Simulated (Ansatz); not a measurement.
Ansatz (an electronic-structure program) input:

Ansatz 0.2 input:
```yaml
crystal:
  periodic: [false, false, false]
  atoms:
    - {symbol: As, position_ang: [0.01441546, 0.01990738, 0.05382047]}
    - {symbol: H, position_ang: [-0.74881584, -1.03350634, -0.75816386]}
    - {symbol: H, position_ang: [-1.19082544, 1.15022297, -0.50923401]}
    - {symbol: H, position_ang: [1.46393108, -0.77366026, -0.50867770]}
basis:
  gaussian:
    orbitals: def2-TZVPD
hamiltonian:
  xc: {name: r2SCANh}
total_charge: -1
magnetization: {spin_polarized: true, initial_magnetization: 1}
output: {forces: true}
```

Q: Which total energy does the run end on?

A: -2237.59300 Eh (r2SCANh/def2-TZVPD). The basis has 81 functions.
